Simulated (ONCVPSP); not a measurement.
# chromium (Cr), ONCV: configuration errors across variants

ONCVPSP 4.0.1 input, shortened (lines: element, Z, core and valence counts, functional; n l f; lmax; l rc ep ncon nbas qcut; lloc lpopt rc5 dvloc0; l nproj debl; icmod fcfact rcfact), LDA (Perdew-Wang 92), scalar-relativistic:

```
  Cr 24.00    3    4  -001012      upf
    1    0    2.00
    2    0    2.00
    2    1    6.00
    3    0    2.00
    3    1    6.00
    3    2    5.00
    4    0    1.00
    2
    0    1.55    0.00    4    7   10.30
    1    1.00    0.00    3    8    8.70
    2    1.55    0.00    4    9    8.40
    4    3    1.00    0.00
    0    2    0.60
    1    1    1.90
    2    1    0.70
    0    0.00    0.00
```

All-electron excitation energies from the reference (eV): (1) 3s2 3p6 3d5 4s0 7.133; (2) 3s2 3p6 3d4 4s0 23.476; (3) 3s2 3p6 3d4 4s1 8.252.

2 further variants failed, have other tests or another functional or relativity, and are left out.

Errors AE − PS in meV (a dash: test not solved or not reliable):

| change | (1) | (2) | (3) | bound ghosts | GHOST(+) flags above zero |
| --- | --- | --- | --- | --- | --- |
| base | +3.0 | -6.3 | +4.0 | none | none |
| d: nbas 7 | +2.8 | -5.9 | +3.6 | none | none |
| core correction Teter function fitted to the true core (icmod 2), fcfact 0.5 | +2.8 | -6.3 | +3.7 | none | none |
| d: ncon 3, nbas 8 | +3.4 | -12 | +1.0 | none | none |
| local potential polynomial inside 1.00 bohr (lpopt 3, dvloc0 5 Ha) | +3.0 | -6.8 | +3.6 | none | s |
| p: rc 1.5 | +3.0 | -6.3 | +3.9 | none | none |
| p: rc 1.48 | +3.0 | -6.3 | +3.9 | none | none |
| d: nproj 3 | +3.1 | +3.2 | +11 | none | d |
| s: qcut 10.9; p: qcut 9.2; d: qcut 8.9 | +2.7 | -5.7 | +3.5 | none | none |

**Question.** Give the same row for: s: qcut 12.4.

**Answer.** +3.0, -6.2, +4.0; bound ghosts: none; GHOST(+) flags above zero: none.
